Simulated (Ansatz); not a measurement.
Computed with Ansatz on PBE0-D4/def2-TZVP structures; ΔE is electronic, products minus reactants. CCSD(T)/CBS is the MP2 limit (def2-TZVPP, def2-QZVPP) plus CCSD(T) − MP2 in def2-TZVPP, frozen cores. Functionals use def2-TZVPP. B3LYP here is the variant with VWN-RPA as its local correlation; programs differ in this. Each species was taken in one conformer, which may not be the lowest.

Consider the redistribution: `FB1B[SiH2]1` + `CO[Si](N)(F)[SiH3]` → `[SiH3]B1B[SiH2]1` + `CO[Si](N)(F)F`.

Problem. Is it downhill or uphill in electronic energy at CCSD(T)/CBS, and by how much? (Best estimate.)

Solution. The calculation gave: Downhill: ΔE = -17.2 kcal/mol.

Problem. What do these levels give: PBE-D4, PBE0-D4, PBE, PBE0, B3LYP, CCSD/CBS(def2)? (Estimate.)

Solution. Computed: PBE-D4 -9.3, PBE0-D4 -12.4, PBE -9.6, PBE0 -12.7, B3LYP -11.3, CCSD/CBS(def2) -17.2 kcal/mol.

Largest T1 diagnostic among the species: 0.016.

From PBE to PBE0 (25 % exact exchange), in def2-TZVPP and without D4, ΔE moves by −3.1 kcal/mol. In def2-TZVPP, CCSD(T) changes the Hartree–Fock value by −1.1 kcal/mol (the triples alone add +0.0 kcal/mol) and MP2 by −3.9 kcal/mol.
